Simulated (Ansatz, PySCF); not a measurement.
Ga(F)2(NCO) (CF2GaNO), SMILES O=C=[N][Ga]([F])[F]. Atoms are numbered in the order given.

```xyz
6

Ga     0.3916    -0.2749     0.4735
F      2.0660    -0.7285     0.5354
F     -0.5777    -0.5494     1.8913
N     -0.2859     0.4524    -1.0230
C     -1.1853     0.9235    -1.6829
O     -2.0106     1.3869    -2.3720
```
Charge 0, spin multiplicity 1.

The structure is a stationary point at TPSSh-D3(BJ)/def2-SVP. The structure was generated by enumeration; whether it is a known compound was not checked. The values are those of a single conformer.

Two levels are set side by side: PBE-D3(BJ)/def2-SVP (Ansatz, a first-principles code) and TPSSh-D3(BJ)/def2-SVP (PySCF). Each level has its own optimised geometry; the coordinates shown are those of the second. Frequencies come from the Hessian of PySCF at each geometry. Differences are taken from unrounded values.

```json
[
 {"quantity": "mean bond length (Å)", "TPSSh-D3(BJ)": "1.531", "PBE-D3(BJ)": "1.541", "PBE-D3(BJ) minus TPSSh-D3(BJ)": "0.010"},
 {"quantity": "bond Ga1–F2 (Å)", "TPSSh-D3(BJ)": "1.736", "PBE-D3(BJ)": "1.747", "PBE-D3(BJ) minus TPSSh-D3(BJ)": "0.011"},
 {"quantity": "bond Ga1–F3 (Å)", "TPSSh-D3(BJ)": "1.739", "PBE-D3(BJ)": "1.751", "PBE-D3(BJ) minus TPSSh-D3(BJ)": "0.012"},
 {"quantity": "bond Ga1–N4 (Å)", "TPSSh-D3(BJ)": "1.797", "PBE-D3(BJ)": "1.808", "PBE-D3(BJ) minus TPSSh-D3(BJ)": "0.012"},
 {"quantity": "bond N4–C5 (Å)", "TPSSh-D3(BJ)": "1.211", "PBE-D3(BJ)": "1.221", "PBE-D3(BJ) minus TPSSh-D3(BJ)": "0.010"},
 {"quantity": "bond C5–O6 (Å)", "TPSSh-D3(BJ)": "1.171", "PBE-D3(BJ)": "1.178", "PBE-D3(BJ) minus TPSSh-D3(BJ)": "0.007"},
 {"quantity": "highest harmonic wavenumber (cm⁻¹)", "TPSSh-D3(BJ)": "2407", "PBE-D3(BJ)": "2359", "PBE-D3(BJ) minus TPSSh-D3(BJ)": "-48"},
 {"quantity": "mean harmonic wavenumber (cm⁻¹)", "TPSSh-D3(BJ)": "643", "PBE-D3(BJ)": "627", "PBE-D3(BJ) minus TPSSh-D3(BJ)": "-16"},
 {"quantity": "zero-point energy (kcal/mol)", "TPSSh-D3(BJ)": "11.03", "PBE-D3(BJ)": "10.76", "PBE-D3(BJ) minus TPSSh-D3(BJ)": "-0.27"}
]
```

GGA bonds tend to be longer and softer than those of functionals with exact exchange. Differences between two approximate levels are no errors against the true value.
